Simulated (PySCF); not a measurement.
## ECD: SMILES [C@]1(C)(O)C[C@@H]1C#N, C5H7NO

Molfile (atoms numbered from 1):
```
C5H7NO
     RDKit          3D

 14 14  0  0  0  0  0  0  0  0999 V2000
   -1.6460    0.6492   -0.1176 C   0  0  0  0  0  0  0  0  0  0  0  0
   -0.3522   -0.0025    0.3048 C   0  0  1  0  0  0  0  0  0  0  0  0
   -0.2240    0.0340    1.6842 O   0  0  0  0  0  0  0  0  0  0  0  0
    0.1902   -1.1550   -0.4774 C   0  0  0  0  0  0  0  0  0  0  0  0
    0.8753    0.2014   -0.5808 C   0  0  2  0  0  0  0  0  0  0  0  0
    2.1400    0.3464    0.0378 C   0  0  0  0  0  0  0  0  0  0  0  0
    3.1405    0.4441    0.5886 N   0  0  0  0  0  0  0  0  0  0  0  0
   -1.7665    0.6098   -1.1959 H   0  0  0  0  0  0  0  0  0  0  0  0
   -1.6594    1.6863    0.2103 H   0  0  0  0  0  0  0  0  0  0  0  0
   -2.4766    0.1314    0.3566 H   0  0  0  0  0  0  0  0  0  0  0  0
    0.6488   -0.2794    1.9503 H   0  0  0  0  0  0  0  0  0  0  0  0
    0.7238   -1.9319    0.0522 H   0  0  0  0  0  0  0  0  0  0  0  0
   -0.3514   -1.5058   -1.3419 H   0  0  0  0  0  0  0  0  0  0  0  0
    0.7570    0.7716   -1.4935 H   0  0  0  0  0  0  0  0  0  0  0  0
  1  2  1  0
  2  3  1  1
  2  4  1  0
  4  5  1  0
  5  6  1  0
  6  7  3  0
  5  2  1  0
  1  8  1  0
  1  9  1  0
  1 10  1  0
  3 11  1  0
  4 12  1  0
  4 13  1  0
  5 14  1  6
M  END
```

Method: PySCF, TDDFT CAM-B3LYP/def2-SVPD circular dichroism and optical rotation, one conformer, gas phase. Geometry: GFN2-xTB.

The molecule is flexible and this is one conformer; a measurement averages over conformers. States above about 9.2 eV lie in this functional's continuum (it starts at minus the energy of the highest occupied orbital, well below the true ionisation energy for most functionals) and depend on the basis.

Task: Assign R or S to each stereocentre.

Result: C2 R, C5 R.

Task: List the lowest 16 singlet excitations with oscillator and rotatory strengths.

Result: Rotatory strengths R in 10⁻⁴⁰ esu² cm², velocity form and length form (origin at the centre of mass); f in length form.
```
state  E (eV)  λ (nm)       f  R (velocity)  R (length)                                    main
    1    6.83     182   0.008          +2.3        +2.7        HOMO→LUMO 0.65, HOMO→LUMO+3 0.10
    2    7.23     172   0.011         -10.3        -9.9        HOMO→LUMO+2 0.21, HOMO→LUMO 0.19
    3    7.34     169   0.061         +17.0       +18.0      HOMO→LUMO+1 0.69, HOMO→LUMO+2 0.15
    4    7.61     163  0.0009          -1.4        -0.9    HOMO→LUMO+2 0.32, HOMO−1→LUMO+1 0.31
    5    7.90     157   0.004          +4.4        +4.1        HOMO→LUMO+3 0.53, HOMO→LUMO 0.09
    6    8.04     154   0.062          -9.0        -8.3      HOMO−1→LUMO 0.56, HOMO→LUMO+3 0.09
    7    8.34     149   0.005          -3.0        -2.7  HOMO−2→LUMO+1 0.29, HOMO−2→LUMO+5 0.14
    8    8.39     148   0.021         -47.3       -48.4    HOMO−1→LUMO+2 0.34, HOMO→LUMO+3 0.16
    9    8.52     146   0.016          +1.7        +1.1                        HOMO→LUMO+4 0.81
   10    8.61     144   0.056          +0.7        +1.9      HOMO→LUMO+5 0.58, HOMO→LUMO+6 0.17
   11    8.84     140   0.007         +12.7       +11.7  HOMO−1→LUMO+3 0.50, HOMO−1→LUMO+2 0.16
   12    8.89     139   0.044         +11.9       +11.2      HOMO→LUMO+6 0.57, HOMO→LUMO+5 0.12
   13    9.11     136   0.104         +76.5       +74.1    HOMO→LUMO+7 0.14, HOMO−1→LUMO+1 0.12
   14    9.27     134   0.024         +33.6       +32.2    HOMO→LUMO+7 0.21, HOMO−3→LUMO+3 0.15
   15    9.32     133   0.020         -49.6       -49.5    HOMO−1→LUMO+5 0.19, HOMO→LUMO+7 0.14
   16    9.34     133   0.004         -13.5       -11.9    HOMO→LUMO+7 0.32, HOMO−1→LUMO+4 0.15
```

Among the states computed, the strongest CD band (largest |R|) is state 13. The largest dissymmetry factor in size, g = 4R/(D+G), with D and G the electric and magnetic dipole strengths, is -0.048 for state 16 (velocity form, f = 0.004), among bands with |R| over 0.5. The mirror image has the same energies and oscillator strengths and all R with the opposite sign.
